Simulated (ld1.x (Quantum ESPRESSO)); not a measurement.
What the settings do to the TM potential of I (Z = 53)

Base potential:

* Element: I (Z = 53)
* Generator: ld1.x (Quantum ESPRESSO) 7.5
* Type: norm-conserving Troullier–Martins (Kleinman–Bylander form)
* Functional: Wu–Cohen
* Relativity: scalar-relativistic
* Frozen core: [Kr]
* Valence charge: 17
* Reference configuration: 4d10 5s2 5p3 (charge +2)
* Partial waves: 5p (bound): rc 2.05 bohr; 4d (bound): rc 1.35 bohr; 4f channel at 0.4 Ry: rc 1.70 bohr; 5s (bound): rc 1.75 bohr
* Local potential: the s channel
* Core correction: none

Cutoffs, loose and tight: the cutoffs (Ry, on a coarse ladder) from which the occupation-weighted sum of valence levels, in a spherical-Bessel basis at the reference potential, stays within 10 and 1 mRy of its value at 400 Ry. They do not see the model core or the augmentation charge, which bear on the density cutoff. Test errors are all-electron minus pseudo excitation energies from the reference, over the configurations 4d10 5s2 5p5; 4d10 5s2 5p4; 4d10 5s2 5p2; 4d10 5s2 5p5.3; 4d10 5s1 5p6; 4d9 5s2 5p6; 4d10 5s2 5p1. A dash means not determined; rows that change the core or the reference have their own tests.

A true bound ghost makes a file unfit for plane-wave use even where its test errors are small: the radial tests pick states by their node count and pass the ghost by.

```csv
change,outcome,"cutoff, loose","cutoff, tight",bound ghosts,largest test error (meV)
base,generated,110 Ry,180 Ry,none,-630
"all radii scaled by about 0.77 (s 1.36, p 1.58, d 1.04, f 1.32 bohr)",generated,140 Ry,230 Ry,p,-383
"all radii scaled by about 0.88 (s 1.54, p 1.82, d 1.20, f 1.50 bohr)",generated,120 Ry,200 Ry,none,-616
"all radii scaled by about 1.07 (s 1.86, p 2.18, d 1.44, f 1.82 bohr)",generated,110 Ry,180 Ry,none,-601
"all radii scaled by about 1.16 (s 2.04, p 2.38, d 1.58, f 1.98 bohr)",generated,100 Ry,160 Ry,none,-512
"all radii scaled by about 1.24 (s 2.18, p 2.54, d 1.68, f 2.10 bohr)",generated,90 Ry,160 Ry,none,-395
```

**Question.** What comes out with this change to the base: all radii scaled by about 1.37 (s 2.40, p 2.80, d 1.86, f 2.34 bohr)?

**Answer.** outcome: generated; cutoff, loose: 80 Ry; cutoff, tight: 140 Ry; bound ghosts: none; largest test error (meV): -188.

Reading the sweep of the scale of all radii (base = 1) (base included, trends over the rows without a ghost): The loose cutoff falls from 120 Ry at 0.88 to 80 Ry at 1.37. A larger radius leaves more room for a smooth pseudo-wave, so fewer plane waves are needed; a smaller one forces it to follow the all-electron wave where it bends sharply. The median size of the test errors (rows with all tests solved) rises from 9.6 meV at 0.88 to 23.4 meV at 1.37. More of the atom is replaced by a form fitted at one configuration, so other configurations suffer as the radius grows. Bound ghosts are found at 0.77.
